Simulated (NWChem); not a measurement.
Species: C4H4O2; SMILES O=C1C=COC1

```xyz
10

O     -0.0444     2.0815     0.0000
C      0.0390     0.8665     0.0000
C      1.2090    -0.0112     0.0000
C      0.7513    -1.2815     0.0000
O     -0.5910    -1.4322     0.0000
C     -1.1584    -0.1046     0.0000
H      2.2409     0.3083     0.0000
H      1.2989    -2.2175     0.0000
H     -1.7804     0.0101    -0.8925
H     -1.7804     0.0101     0.8925
```
Atoms are numbered in this order, from 1.

Results from NWChem. Pople sets run with spherical d functions. STO-3G and 3-21G are far too small for this property and stand as cheap habits. All runs use the structure optimised with B3LYP/6-31G* (spherical d). GIAO values for the isolated, static molecule; σ is the absolute isotropic shielding, δ = σ(reference) − σ with the isolated reference molecule computed at the same levels (13C: tetramethylsilane, 1H: tetramethylsilane, 17O: water).

| level | δ C2 (ppm) | δ C3 (ppm) | δ O5 (ppm) | δ C6 (ppm) | δ H7 (ppm) | δ H8 (ppm) | δ H9 (ppm) |
|---|---|---|---|---|---|---|---|
| BHandHLYP/pcSseg-1 | (withheld) | (withheld) | (withheld) | (withheld) | (withheld) | 8.02 | (withheld) |
| KT2/pcSseg-1 | 190.1 | 104.6 | 185.3 | 74.3 | 5.61 | 8.00 | 4.07 |
| B3LYP/6-31G* | 187.6 | 101.3 | 146.9 | 70.9 | 5.19 | 7.82 | 3.97 |
| Hartree-Fock/STO-3G | 151.3 | 107.3 | 63.7 | 61.1 | 6.18 | 7.84 | 3.69 |

Problem. Fill in the missing entries.

Solution. 
- BHandHLYP/pcSseg-1, δ C2 (ppm): 208.6
- BHandHLYP/pcSseg-1, δ C3 (ppm): 113.3
- BHandHLYP/pcSseg-1, δ O5 (ppm): 158.4
- BHandHLYP/pcSseg-1, δ C6 (ppm): 76.1
- BHandHLYP/pcSseg-1, δ H7 (ppm): 5.83
- BHandHLYP/pcSseg-1, δ H9 (ppm): 4.17
